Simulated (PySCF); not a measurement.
Li(Me) cation (CH₃Li), SMILES [CH3][Li] (connectivity only; charge and spin as stated), charge +1, multiplicity 2. Atoms are numbered in the order given.

```xyz
5

Li     0.0000     0.0000    -1.7324
C      0.0000     0.0000     0.5362
H      0.9353     0.5400     0.6601
H      0.0000    -1.0800     0.6601
H     -0.9353     0.5400     0.6601
```
Charge +1, spin multiplicity 2.

The structure is a stationary point at ωB97X-D3(BJ)/def2-TZVPD. The multiplicity is an assumed one; other spin states were not compared. The isomer is the one that the SMILES or the coordinates give; other isomers of the formula were not compared.

Method: B3LYP/def2-TZVPD run with PySCF.

Isolated molecule, no solvent.

```yaml
total_energy: -47.16992 hartree
point_group: C3v
"α spin, highest occupied and lowest empty level": -13.23 and -6.12 eV
"β spin, highest occupied and lowest empty level": -17.03 and -9.05 eV
dipole_moment_about_the_centre_of_nuclear_charge: 6.42 D
mean_static_polarisability: 15.9 bohr³ (2.35 Å³)
polarisability_principal_values: 15.5, 15.5, 16.5 bohr³
"⟨S²⟩": 0.753 (pure state 0.75)
```
